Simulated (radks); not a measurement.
Results of a calculation; reference values are marked as such.
Kr4+, configuration [Ar] 3d9 4s2 4p2 4f1 (not the ground configuration). Code: a radial shooting solver on a logarithmic mesh with Libxc functionals. Model: Dirac Kohn-Sham, LDA (Slater exchange, Perdew-Wang correlation), spin-unpolarised, spherical densities, finite nucleus; open shells fill j = l - 1/2 first; Fermi nuclear charge, rms radius 4.1884 fm.

X-ray form factor f0, the Fourier transform of the density (f0(0) = 32):

sin(theta)/lambda (1/angstrom),f0 (electrons)
0.05,31.550
0.1,30.391
0.15,28.887
0.2,27.279
0.25,25.663
0.3,24.084
0.4,21.160
0.5,18.602
0.6,16.349
0.8,12.570
1,9.784
1.25,7.610
1.5,6.406
2,5.070
